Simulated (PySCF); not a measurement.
Several orderings of computed values.

Species are written as SMILES; each is one conformer at its optimised geometry, gas phase, non-relativistic unless stated. Electronic properties by PySCF.

The conformers computed, where there is a choice (atom-mapped SMILES and torsion angles):
- `[F:1][CH2:2][O:3][C:4]1[CH2:5][CH:6]=[N:7][NH:8]1`: F1–C2–O3–C4 -74°, C2–O3–C4–C5 63°
- `[CH2:1][C@H:2]([CH3:3])[C@@H:4]([CH3:5])[NH2:6]`: C1–C2–C4–C5 -65°, H–N6–C4–C2 -65°, H–N6–C4–C2 176°
- `[CH3:1][C:2]([OH:3])[SiH2:4][O:5][SiH2:6][SiH3:7]`: C1–C2–Si4–O5 180°, C2–Si4–O5–Si6 -172°, Si4–O5–Si6–Si7 46°, H–O3–C2–C1 179°
- `[CH3:1][CH:2][N:3]([CH3:4])[CH2:5][CH3:6]`: C1–C2–N3–C4 28°, C2–N3–C5–C6 -74°
- `[CH3:1][CH2:2][N:3][CH:4]([CH3:5])[CH3:6]`: C1–C2–N3–C4 165°, C2–N3–C4–C5 108°
- `[CH:1]#[C:2][C:3](=[C:4]=[S:5])[CH:6]=[CH2:7]`: C2–C3–C6–C7 0°
- `[CH3:1][CH:2][C@@H:3]([CH3:4])[NH:5][CH3:6]`: C1–C2–C3–C4 -78°, C2–C3–N5–C6 72°
- `[CH3:1][C:2]([CH3:3])[C@@H:4]([CH3:5])[NH2:6]`: C1–C2–C4–C5 154°, H–N6–C4–C2 -64°, H–N6–C4–C2 178°

(1) Rank by isotropic g value, lowest first (unrestricted B3LYP/pcH-1, mean-field spin–orbit at GFN2-xTB geometries).
A. `CC[N]C(C)C` [radical]
B. `C[C](O)[SiH2]O[SiH2][SiH3]` [radical]
C. `[H]/[C-]=[C]/c1cccs1` [radical]
D. `CN([CH]C)CC` [radical]
E. `[CH+]=[C]c1cccs1` [radical]
F. `[CH2][C@H](C)[C@@H](C)N` [radical]
G. `FCO[C]1CC=NN1` [radical]

(2) Give the two extremes of that set as shifts from the free-electron value 2.002319.

(3) Rank by smallest rotational constant, highest first (GFN2-xTB).
A. `[C]([C@@H](C)N)(C)C` [radical]
B. `N([C@H](C)[CH]C)C` [radical]
C. `FCO[C]1CC=NN1` [radical]
D. `C(C(C=C)=C=S)#C`

(4) By how much do the two ends of that ranking differ?

Answers

(1) E (2.00221), G (2.00260), F (2.00271), D (2.00287), B (2.00338), A (2.00433), C (2.00449).

(2) `[CH+]=[C]c1cccs1` [charge +1 and doublet state]: -110 ppm; `[H]/[C-]=[C]/c1cccs1` [charge -1 and doublet state]: +2170 ppm.

(3) A (2.193 GHz), B (2.083 GHz), C (1.209 GHz), D (0.995 GHz).

(4) By 1.198 GHz, between `C[C](C)[C@@H](C)N` [doublet state] and `C#CC(=C=S)C=C`.
